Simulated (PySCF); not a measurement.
Running PySCF for PSe⁻

Input:

```python
from pyscf import gto, scf, mp

mol = gto.M(
    atom='P 0 0 0; Se 0 0 2.28',
    basis='cc-pvdz',
    charge=-1,
    spin=2,
    verbose=4,
)
mf = scf.UHF(mol)
mf.kernel()
mp.MP2(mf, frozen=14).kernel()
mf.dip_moment()
print('orbital energies (hartree):', [e[max(0, n-3):n+3].round(4) for e, n in zip(mf.mo_energy, mol.nelec)])
```

```bash
$ OMP_NUM_THREADS=1 python input.py
```

It prints (some set-up lines and the per-cycle HOMO/LUMO lines with their warnings removed):

```
PySCF version 2.14.0

[INPUT] verbose = 4
[INPUT] num. atoms = 2
[INPUT] num. electrons = 50
[INPUT] charge = -1
[INPUT] spin (= nelec alpha-beta = 2S) = 2
[INPUT] symmetry False subgroup None
[INPUT] Mole.unit = angstrom
[INPUT] Symbol           X                Y                Z      unit          X                Y                Z       unit  Magmom
[INPUT]  1 P      0.000000000000   0.000000000000   0.000000000000 AA    0.000000000000   0.000000000000   0.000000000000 Bohr   0.0
[INPUT]  2 Se     0.000000000000   0.000000000000   2.280000000000 AA    0.000000000000   0.000000000000   4.308575564008 Bohr   0.0

nuclear repulsion = 118.368586653158
number of shells = 11
number of NR pGTOs = 118
number of NR cGTOs = 45
basis = cc-pvdz
ecp = {}

******** <class 'pyscf.scf.uhf.UHF'> ********
method = UHF
initial guess = minao
damping factor = 0
level_shift factor = 0
DIIS = <class 'pyscf.scf.diis.CDIIS'>
diis_start_cycle = 1
diis_space = 8
diis_damp = 0
SCF conv_tol = 1e-09
SCF conv_tol_grad = None
SCF max_cycles = 50
direct_scf = True
direct_scf_tol = 1e-13
number electrons alpha = 26  beta = 24
Set gradient conv threshold to 3.16228e-05
init E= -2739.38845951982

cycle= 1 E= -2740.55356380153  delta_E= -1.17  |g|= 0.17  |ddm|=  1.1
cycle= 2 E= -2740.57398554965  delta_E= -0.0204  |g|= 0.093  |ddm|= 0.33
cycle= 3 E= -2740.5812084007  delta_E= -0.00722  |g|= 0.0315  |ddm|= 0.119
cycle= 4 E= -2740.58318209462  delta_E= -0.00197  |g|= 0.013  |ddm|= 0.0702
cycle= 5 E= -2740.58378530646  delta_E= -0.000603  |g|= 0.00839  |ddm|= 0.0375
cycle= 6 E= -2740.58412126785  delta_E= -0.000336  |g|= 0.00388  |ddm|= 0.0364
cycle= 7 E= -2740.58421610854  delta_E= -9.48e-05  |g|= 0.00128  |ddm|= 0.0246
cycle= 8 E= -2740.5842239385  delta_E= -7.83e-06  |g|= 0.000578  |ddm|= 0.00662
cycle= 9 E= -2740.58422547107  delta_E= -1.53e-06  |g|= 0.000319  |ddm|= 0.00292
cycle= 10 E= -2740.58422603395  delta_E= -5.63e-07  |g|= 0.000172  |ddm|= 0.00186
cycle= 11 E= -2740.58422622837  delta_E= -1.94e-07  |g|= 5.78e-05  |ddm|= 0.0015
cycle= 12 E= -2740.58422624142  delta_E= -1.31e-08  |g|= 1.49e-05  |ddm|= 0.000348
cycle= 13 E= -2740.58422624197  delta_E= -5.52e-10  |g|= 4.23e-06  |ddm|= 6.33e-05
Extra cycle  E= -2740.584226242  delta_E= -2.36e-11  |g|= 2.14e-06  |ddm|= 7.1e-06
converged SCF energy = -2740.584226242  <S^2> = 2.0237873  2S+1 = 3.0158165

******** <class 'pyscf.mp.ump2.UMP2'> ********
nocc = (np.int64(12), np.int64(10)), nmo = (31, 31)
frozen orbitals 14
E(UMP2) = -2740.79652738488  E_corr = -0.212301142878776
E(SCS-UMP2) = -2740.78565199816  E_corr = -0.20142575616789
E_corr(same-spin) = -0.0615410945615082
E_corr(oppo-spin) = -0.150760048317267

WARN: System has nonzero charge -1; the dipole moment is origin-dependent.
Location of origin: [0. 0. 0.]

Dipole moment(X, Y, Z, Debye): -0.00000, -0.00000, -7.35129
orbital energies (hartree): [array([-0.1774, -0.0776, -0.0776,  0.3305,  0.6851,  0.7326]), array([-0.1539, -0.0963, -0.0963,  0.265 ,  0.265 ,  0.3607])]
```

In short: E(SCF) = -2740.584226 Eh, 13 cycles, E(MP2) − E(SCF) = -0.21230 Eh, ⟨S²⟩ = 2.024.

It ran on Arm Neoverse N1 (1 thread, shared host) in 1.8 s, peak memory 0.13 GiB.

The basis has no diffuse functions, which an anion needs. The bond length is a typed value, not an optimised one. The dipole of an ion depends on the origin. No search for the lowest solution was made.
